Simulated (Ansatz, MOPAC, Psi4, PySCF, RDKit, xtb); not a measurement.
Complex: SiH4 (SMILES [SiH4]) (first 5 atoms) with H2Se (SMILES [SeH2]); geometry from B3LYP-D3(BJ)/def2-TZVP, rigid monomers moved along the line of their centres of mass till Si1···Se6 is 3.50 Å.
(charge 0, multiplicity 1):
```xyz
8

Si     0.195    -0.010     0.036
H     -0.614    -1.176     0.450
H     -0.444     1.238     0.510
H      0.273     0.025    -1.445
H      1.562    -0.116     0.590
Se    -0.073     0.021     3.525
H      0.346     1.423     3.383
H     -1.467     0.373     3.219
```

```
level                                interaction energy (kcal/mol)  minus CCSD(T)/CBS(def2-SVPD, def2-TZVPPD)  cost
-----------------------------------  -----------------------------  -----------------------------------------  ----
UFF                                                           0.56                                       0.47     -
GFN-FF                                                       -0.05                                      -0.14     -
AM1                                                          -0.13                                      -0.22     -
PM3                                                          -0.78                                      -0.87     -
PM7                                                          -3.55                                      -3.64     -
GFN1-xTB                                                     -7.60                                      -7.69     -
GFN2-xTB                                                      0.09                                       0.00     -
HF/STO-3G (no counterpoise)                                   1.87                                       1.78     -
HF/3-21G (no counterpoise)                                    1.54                                       1.45     -
HF/6-31G*                                                     3.18                                       3.09     -
HF/6-31G* (no counterpoise)                                   2.97                                       2.88     -
HF/def2-SVPD                                                  3.24                                       3.14     -
PBE/def2-TZVPPD                                               0.53                                       0.43    ×1
PBE-D3(BJ)/def2-TZVPPD                                       -0.90                                      -0.99    ×1
PBE-D4/def2-TZVPPD                                           -0.87                                      -0.96    ×1
BP86/6-31G* (no counterpoise)                                 1.67                                       1.58     -
r2SCAN/def2-TZVPPD                                            0.12                                       0.03    ×2
r2SCAN-D4/def2-TZVPPD                                        -0.25                                      -0.34    ×2
B3LYP/3-21G (no counterpoise)                                 0.36                                       0.27     -
B3LYP/6-31G*                                                  2.23                                       2.14     -
B3LYP/6-31G* (no counterpoise)                                1.92                                       1.82     -
B3LYP/LANL2DZ (no counterpoise)                               2.43                                       2.34     -
B3LYP/def2-TZVPPD                                             2.05                                       1.96    ×2
B3LYP-D3(BJ)/def2-TZVPPD                                     -0.60                                      -0.69    ×2
B3LYP-D4/def2-TZVPPD                                         -0.20                                      -0.29    ×2
PBE0/def2-TZVPPD                                              0.49                                       0.40    ×1
PBE0-D3(BJ)/def2-TZVPPD                                      -0.92                                      -1.01    ×1
M06-2X/6-31G* (no counterpoise)                              -0.81                                      -0.90     -
wB97X-V/def2-TZVPPD                                          -0.31                                      -0.40    ×4
wB97M-V/def2-TZVPPD                                          -0.58                                      -0.67    ×4
MP2/6-31G*                                                    2.15                                       2.06     -
MP2/6-31G* (no counterpoise)                                  1.24                                       1.15     -
MP2/def2-SVPD                                                 0.72                                       0.63     -
MP2/def2-TZVPPD                                               0.12                                       0.03     -
MP2/CBS(def2-SVPD, def2-TZVPPD)                              -0.11                                      -0.20     -
CCSD/def2-SVPD                                                1.20                                       1.11     -
CCSD(T)/def2-SVPD                                             0.92                                       0.83    ×3
CCSD(T)/def2-TZVPPD                                           0.32                                       0.23  ×100
CCSD(T)/CBS(def2-SVPD, def2-TZVPPD)                           0.09                                       0.00  ×100
SAPT0/aug-cc-pVDZ                                            -0.28                                      -0.37     -
```

 The comparison column counts from a level with limits of its own.

The rows run from -7.60 (GFN1-xTB) to 3.24 kcal/mol (HF/def2-SVPD). From def2-SVPD to def2-TZVPPD CCSD(T) changes by -0.59. The dispersion term adds -1.43 in PBE-D3(BJ), -1.40 in PBE-D4, -0.37 in r2SCAN-D4. The 6 functionals in def2-TZVPPD without D3 or D4 span 2.63, from wB97M-V to B3LYP.

Monomers are frozen at their geometry in the pair; levels with a basis set take the counterpoise correction. Rows marked so take none. RDKit's UFF carries no charges.

Frozen-core correlation. Filled d and f shells under p-block atoms count as core. CBS: X⁻³ extrapolation of the correlation energy, Hartree–Fock from the larger set. Rows in 3-21G, 6-31G*, LANL2DZ, STO-3G carry no dispersion term and start afresh at each structure (6-31G* with six Cartesian d functions); the Pople sets are all-electron and without relativity. MP2/6-31G* freezes PySCF's default core, which leaves 3d correlated. LANL2DZ brings its own core potentials from Na on. The state reached by AM1, PM3, PM7 isn't checked; PM7 holds dispersion and hydrogen-bond terms.

Codes used: Ansatz (a program for electronic structure) with Gaussian orbitals; MOPAC for AM1, PM3, PM7 (differences of heats of formation); Psi4 for SAPT; PySCF for 3-21G rows, 6-31G* rows, LANL2DZ rows, STO-3G rows, the dispersion terms; RDKit for the force fields; xtb for the GFN methods. Values without a source in brackets are computed.

Costs are rough ratios of core time to PBE/def2-TZVPPD (about 4 s over the structures, on one shared machine); a dash marks a level with no comparable run of its own.
